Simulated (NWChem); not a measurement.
## Basis-set convergence for F2Ge

```xyz
3

Ge     0.0000     0.0000    -0.4166
F      1.3203     0.0000     0.7406
F     -1.3203     0.0000     0.7406
```
Charge 0, spin multiplicity 1.

The numbers come from NWChem runs, not from measurements. Structure: optimised with B3LYP/def2-SVP, a minimum by its harmonic frequencies.

Quantity: vertical ionisation energy at the level ΔHF (Δ: difference of total energies, the cation a doublet at the parent's geometry with its hole in an orbital of symmetry a1 (C2v labels); it is the state that the SCF runs reached, from PBE0 orbitals for Hartree-Fock references, and need not be the lowest).

The Hamiltonian is non-relativistic. The structure started from a generated list of species. The stability of the SCF solutions was not checked. Open-shell Hartree-Fock references start from PBE0 orbitals; any time given for them includes that run.

Relative cost: rough, from shared machines, SCF included, STO-3G = 1.

Problem. In cc-pVQZ the value is 10.94 eV. Among STO-3G, 3-21G, cc-pVDZ, pcseg-1, def2-SVP, pcseg-2, cc-pVTZ, def2-TZVPP, aug-cc-pVTZ, which is the smallest basis within 0.2 eV of it?

Solution. cc-pVDZ, with 55 functions against 178 and about 10 % of the time (also within reach: def2-SVP, pcseg-2, cc-pVTZ, def2-TZVPP, aug-cc-pVTZ). cc-pVQZ isn't the basis-set limit itself, and a small set can land close by cancellation.

```tsv
basis	functions	vertical ionisation energy (eV)	relative cost
STO-3G	28	6.65	1
3-21G	40	10.52	under 3
cc-pVDZ	55	10.96	7
pcseg-1	55	11.17	under 3
def2-SVP	60	10.99	under 3
pcseg-2	103	10.98	8
cc-pVTZ	103	10.94	20
def2-TZVPP	110	10.95	6
aug-cc-pVTZ	151	10.96	40
cc-pVQZ	178	10.94	60
```
